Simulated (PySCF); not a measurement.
Cr³⁺ (chromium, charge +3) across methods

[Ar] 3d3, high-spin 4F determinant. Computed with PySCF 2.14 in aug-cc-pVQZ-DK, with scalar relativity by spin-free X2C-1e.

```
method  E (hartree)  mean ε 3p α (eV)  mean ε 3p β (eV)  mean ε 3d α (eV)  Σ⟨r²⟩ (bohr²)   ⟨S²⟩
   UHF  -1047.79299           -100.21           -91.853           -50.291          13.07  3.753
   LDA    -1046.385           -84.905           -81.712           -40.746          13.25  3.750
  BP86    -1048.884           -84.902           -81.735           -40.749          13.19  3.750
  PBE0    -1048.552           -88.997           -84.568           -43.302          13.16  3.751
  PW91    -1048.798           -84.981           -81.713           -40.826          13.22  3.751
r2SCAN    -1048.731           -86.355           -82.387           -41.321          13.13  3.751
  BLYP    -1048.799           -84.680           -81.458           -40.659          13.25  3.751
   PBE    -1048.505           -84.900           -81.614           -40.715          13.23  3.750
```
